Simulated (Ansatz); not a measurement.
Bonds to the group Y in Y-Sn(OH)3. All species are isolated molecules in the gas phase. Each species was relaxed from one start; no search for lower structures was made at this level. In the def2 sets, heavy atoms carry core potentials. Strings in code marks are SMILES.

Calculation: Ansatz (an electronic-structure program) with CAM-B3LYP-D3(BJ)/def2-TZVP // PBE0-D3(BJ)/def2-SVP. All candidates: neutral, multiplicity 1. 

```
Item             Result
-------------  --------
HOMO–LUMO gap   9.84 eV
LUMO            0.01 eV
HOMO           -9.83 eV
```

Which member has these values?
(A) `C=C[CH2][Sn]([OH])([OH])[OH]`
(B) `[OH][Sn]([OH])([OH])[C](F)(F)F`
(C) `[CH3][Sn]([OH])([OH])[OH]`
(D) `C=CC[CH2][Sn]([OH])([OH])[OH]`

C, `[CH3][Sn]([OH])([OH])[OH]`. The others give `C=CC[CH2][Sn]([OH])([OH])[OH]`: 8.87 eV, -0.08 eV, -8.95 eV; `[OH][Sn]([OH])([OH])[C](F)(F)F`: 9.54 eV, -0.79 eV, -10.33 eV; `C=C[CH2][Sn]([OH])([OH])[OH]`: 8.40 eV, -0.19 eV, -8.59 eV
